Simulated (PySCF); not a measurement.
## MSn cations for M along the fifth-period p block

PBE0 with double-zeta basis sets in PySCF, for the lowest determinant that a PBE0 search found; no spin–orbit coupling. De refers to high-spin ground-configuration atoms (the charge goes to the atom of lower measured ionisation energy or higher electron affinity, which is not always the lowest computed limit). A positive dipole points towards Sn; it is taken about the centre of mass and depends on that origin.

```tsv
M	basis	charged atom	state (unpaired electrons)	Re (Å)	ωe (cm⁻¹)	De (eV)	μ (D)
In	cc-pVDZ-PP	In+	triplet (σ ↑, π ↑)	3.270	83.2	0.95	-1.61
Sn	def2-SVP	Sn+	quartet (σ ↑, π ↑↑)	2.788	174	2.75	n/a
Te	def2-SVP	Sn+	doublet (π ↑)	2.694	216	2.87	3.20
I	x2c-SVPall	Sn+	singlet (closed shell)	2.606	245	3.55	4.17
```

The shortest bond is that of SnI⁺ (2.606 Å), the longest that of InSn⁺ (3.270 Å). SnI⁺ is bound most strongly (3.55 eV) and InSn⁺ least (0.95 eV).

The rows differ in basis set, which adds steps of its own.

The state changes along the series, so neighbouring rows are not always alike in their bonding.

These are scalar-relativistic numbers at best; spin–orbit coupling would shift them, the dissociation energy most. For an ion De counts to the pair picked by the measured ionisation energies or electron affinities, which need not be the lowest pair at this level. States were picked by a PBE0 search and need not be the measured ground states.
